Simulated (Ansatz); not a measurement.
Reaction 4 R1 + R2 → 3 P1 + P2 + P3, each structure at its B3LYP-D3(BJ)/def2-TZVP stationary point, reached from a drawn start (curvature not checked).
P1, CH4 (SMILES C) (charge 0, multiplicity 1):
```xyz
5

C      0.000     0.000     0.000
H      0.629     0.629     0.629
H     -0.629    -0.629     0.629
H      0.629    -0.629    -0.629
H     -0.629     0.629    -0.629
```
R1: H2 (SMILES [H][H]), charge 0, multiplicity 1.
P2, HF (SMILES F) (charge 0, multiplicity 1):
```tsv
atom	x (Å)	y (Å)	z (Å)
F	0.0000	0.0000	0.4622
H	0.0000	0.0000	-0.4622
```
P3, SiH4 (SMILES [SiH4]) (charge 0, multiplicity 1):
```
atom    x (Å)    y (Å)    z (Å)
----  -------  -------  -------
Si     0.0000   0.0000   0.0000
H      0.8547   0.8547   0.8547
H     -0.8547  -0.8547   0.8547
H     -0.8547   0.8547  -0.8547
H      0.8547  -0.8547  -0.8547
```
R2: C3H9FSi (SMILES C[Si](C)(C)F), charge 0, multiplicity 1.

P less R. No zero-point or thermal terms.

Frozen-core correlation throughout.

Codes used: Ansatz (a first-principles code). No computed number here is a measurement.

Total energies in hartree:

```json
[
 {"structure": "P1", "PBE/def2-TZVPP": "-40.464286", "B3LYP/def2-TZVPP": "-40.539117", "CCSD(T)/cc-pV(T+d)Z": "-40.438100"},
 {"structure": "R1", "PBE/def2-TZVPP": "-1.166122", "B3LYP/def2-TZVPP": "-1.180004", "CCSD(T)/cc-pV(T+d)Z": "-1.172336"},
 {"structure": "P2", "PBE/def2-TZVPP": "-100.393473", "B3LYP/def2-TZVPP": "-100.492723", "CCSD(T)/cc-pV(T+d)Z": "-100.338298"},
 {"structure": "P3", "PBE/def2-TZVPP": "-291.721620", "B3LYP/def2-TZVPP": "-291.917183", "CCSD(T)/cc-pV(T+d)Z": "-291.440117"},
 {"structure": "R2", "PBE/def2-TZVPP": "-508.857983", "B3LYP/def2-TZVPP": "-509.315648", "CCSD(T)/cc-pV(T+d)Z": "-508.421414"}
]
```

Q: Work out the reaction energy at each level in kcal/mol (1 hartree = 627.50947 kcal/mol), and say how far PBE/def2-TZVPP lies from CCSD(T)/cc-pV(T+d)Z.

A: 
- PBE/def2-TZVPP: 3 × (-40.464286) + (-100.393473) + (-291.721620) − (-508.857983) − 4 × (-1.166122) = 0.014520 hartree = 9.11 kcal/mol
- B3LYP/def2-TZVPP: 3 × (-40.539117) + (-100.492723) + (-291.917183) − (-509.315648) − 4 × (-1.180004) = 0.008407 hartree = 5.28 kcal/mol
- CCSD(T)/cc-pV(T+d)Z: 3 × (-40.438100) + (-100.338298) + (-291.440117) − (-508.421414) − 4 × (-1.172336) = 0.018043 hartree = 11.32 kcal/mol
PBE/def2-TZVPP less CCSD(T)/cc-pV(T+d)Z: -2.21 kcal/mol. CCSD(T)/cc-pV(T+d)Z is the level counted from, the highest shown, and no exact or measured value.
